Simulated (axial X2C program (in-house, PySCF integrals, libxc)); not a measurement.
**Potential curves of VS, two-component**

Calculated with an in-house all-electron X2C program for linear molecules (integrals from PySCF). Two-component (2c) means X2C with spin–orbit coupling and atomic mean-field two-electron Coulomb and Gaunt terms. Basis: V dyall-cv3z [10s10p6d4f2g], S dyall-av3z [9s8p3d2f] (cores contracted in-house); Gaussian nuclei, density fitting, unrestricted open shells. Masses: V 50.944 u, S 31.972 u.

State: Ω = 3/2 (⟨Sz⟩ = 1.50, ⟨Lz⟩ = 0.00 at PBE50). Energies in kJ/mol from the lowest point of each curve. Fits are polynomials in 1 − R0/R over 0.85 to 1.23 times the lowest point R0.

```tsv
R (Å)	PBE50	PBE0
1.7826	115.56	110.45
1.8646	48.69	45.39
1.9261	19.72	17.63
1.9875	4.54	3.56
2.0490	0.00	0.00
2.1207	4.88	5.79
2.1924	17.84	19.30
2.2846	42.64	44.19
2.3973	80.38	81.28
2.5612	139.66	140.25
```

One determinant describes the state; a PBE0 search over occupations chose it and may have missed a lower one. Density functionals use the spin component along the axis (collinear). With several unpaired electrons one determinant need not be a pure state. This is the top spin component of a Σ state; components of lower Ω are not single determinants and can lie lower. The determinant is spin-polarised beyond a pure state at some levels (its spin-free form has ⟨S²⟩ too high), which makes Re and μ there less reliable.

Problem. Fit the PBE50 curve near its minimum: give the equilibrium distance and the harmonic wavenumber.

Solution. At PBE50, 2c: Re = 2.050 Å, ωe ≈ 555 cm⁻¹; Be follows as 0.204 cm⁻¹.

Problem. What are Re and ωe at the PBE0 level?

Solution. At PBE0, 2c: Re = 2.043 Å, ωe ≈ 557 cm⁻¹; Be follows as 0.206 cm⁻¹.
